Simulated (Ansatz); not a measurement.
A nudged elastic band was laid between two geometries of GeH4N (6 atoms, charge -1, multiplicity 1).

These are results of RKS PBE-D4/def2-mTZVP (Ansatz 0.2.0), not measurements.

```
movable images  : 5
climbing image  : yes
spring          : 5.0 eV/Å²
optimiser       : quadratic models (default)
start path      : IDPP
force threshold : 0.05 eV/Å
iteration limit : 60
end points      : relaxed
```

First end point:

```xyz
6
Properties=species:S:1:pos:R:3
N 0.435 -1.381 0.497
Ge -0.184 0.173 -0.176
H 1.204 -1.129 1.151
H -1.364 -0.130 -1.186
H 0.760 1.157 -1.060
H -0.851 1.310 0.775
```

Last end point:

```xyz
6
Properties=species:S:1:pos:R:3
N 0.540 -0.934 1.086
Ge -0.166 0.246 -0.079
H 1.090 -1.611 0.517
H -1.210 -0.215 -1.237
H 0.769 1.201 -1.003
H -1.023 1.313 0.716
```

Question: What changes between the two ends?

Answer: No bond is made or broken. The dihedral H3–N1–Ge2–H5 goes from 62 to -62°. The two ends are copies of one structure, up to a mirror image or an exchange of like atoms.

Question: Give the energies along the band, and the barrier.

Answer: It converged. The highest image is number 3 of 0 to 6, 0.059 eV above the ends, which have the same energy within 2 meV. A vibrational analysis at the climbing image gives one clearly imaginary mode, 299i cm⁻¹: a first-order saddle point. Limits of this set-up: an anion without diffuse functions, the dipole of an ion depends on the origin.

```csv
image,path coordinate (Å),energy (eV),dihedral H3–N1–Ge2–H5 (°)
0,0.00,0.000,62
1,0.24,0.012,43
2,0.48,0.042,22
3,0.72,0.059,0
4,0.96,0.042,-22
5,1.19,0.012,-43
6,1.43,0.000,-62
```

Question: What is the geometry of the highest image?

Answer: 
```xyz
6
Properties=species:S:1:pos:R:3
N 0.319 -1.229 0.869
Ge -0.214 0.187 -0.111
H 1.351 -1.261 0.760
H -1.285 -0.109 -1.278
H 0.863 1.079 -0.910
H -1.034 1.333 0.669
```

Question: What are the harmonic wavenumbers there?

Answer: 299i, 516, 595, 712, 819, 853, 898, 965, 1711, 1763, 1808, 3259 cm⁻¹.

Run time: 44 s on 1 thread of Arm Neoverse V1, on a shared host, peak memory 0.11 GiB.
